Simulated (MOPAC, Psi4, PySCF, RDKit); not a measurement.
Internal rotation in SMILES O(c1ccc(O)s1)C, singlet. Scanned: dihedral C1–O2–C3–S8; all other coordinates were relaxed at GFN2-xTB. Points at φ and −φ are mirror images. Heavy atoms are numbered in the order of the SMILES COc1ccc(O)s1, hydrogens after them in the order of the atoms that carry them; the mirror image has the same energies with the sign of each dihedral reversed.

RMP2/6-31G* = restricted MP2 (frozen core)/6-31G*, spherical d // GFN2-xTB in PySCF 2.14.0; MMFF94 // GFN2-xTB (RDKit); PM3, restricted, heats of formation // GFN2-xTB (MOPAC); PBE-D3(BJ)/def2-SVP // GFN2-xTB (Psi4).

Energies relative to the lowest point of each profile, in kJ/mol; the last columns give the difference from PBE-D3(BJ):

| φ / ° | RMP2/6-31G* | MMFF94 | PM3 | PBE-D3(BJ)/def2-SVP | RMP2/6-31G* − PBE-D3(BJ)/def2-SVP | MMFF94 − PBE-D3(BJ)/def2-SVP | PM3 − PBE-D3(BJ)/def2-SVP |
|---|---|---|---|---|---|---|---|
| -160 | 1.3 | 1.6 | 0.8 | 1.6 | -0.4 | -0.1 | -0.8 |
| -140 | 3.7 | 5.4 | 2.5 | 5.1 | -1.3 | 0.4 | -2.6 |
| -120 | 4.3 | 10.3 | 2.6 | 6.5 | -2.2 | 3.9 | -3.8 |
| -100 | 2.7 | 13.6 | 3.7 | 4.7 | -2.0 | 8.9 | -1.0 |
| -80 | 2.1 | 14.5 | 5.7 | 3.1 | -1.0 | 11.5 | 2.6 |
| -60 | 3.6 | 13.9 | 7.9 | 2.7 | 0.9 | 11.2 | 5.2 |
| -40 | 5.7 | 12.0 | 10.3 | 2.9 | 2.9 | 9.1 | 7.5 |
| -20 | 7.7 | 10.2 | 12.7 | 3.2 | 4.5 | 7.0 | 9.5 |
| 0 | 8.6 | 9.7 | 13.6 | 3.4 | 5.1 | 6.2 | 10.1 |
| 20 | 7.7 | 10.2 | 12.7 | 3.2 | 4.5 | 7.0 | 9.5 |
| 40 | 5.7 | 12.0 | 10.3 | 2.9 | 2.9 | 9.1 | 7.5 |
| 60 | 3.6 | 13.9 | 7.9 | 2.7 | 0.9 | 11.2 | 5.2 |
| 80 | 2.1 | 14.5 | 5.7 | 3.1 | -1.0 | 11.5 | 2.6 |
| 100 | 2.7 | 13.6 | 3.7 | 4.7 | -2.0 | 8.9 | -1.0 |
| 120 | 4.3 | 10.3 | 2.6 | 6.5 | -2.2 | 3.9 | -3.8 |
| 140 | 3.7 | 5.4 | 2.5 | 5.1 | -1.3 | 0.4 | -2.6 |
| 160 | 1.3 | 1.6 | 0.8 | 1.6 | -0.4 | -0.1 | -0.8 |
| 180 | 0.0 | 0.0 | 0.0 | 0.0 | 0.0 | 0.0 | 0.0 |

RMP2/6-31G* is furthest from PBE-D3(BJ)/def2-SVP at 0 (5.1 kJ/mol, above); its mean absolute difference over the points is 2.0 kJ/mol.

MMFF94 is furthest from PBE-D3(BJ)/def2-SVP at -80 (11.5 kJ/mol, above); its mean absolute difference over the points is 6.1 kJ/mol.

PM3 is furthest from PBE-D3(BJ)/def2-SVP at 0 (10.1 kJ/mol, above); its mean absolute difference over the points is 4.2 kJ/mol.
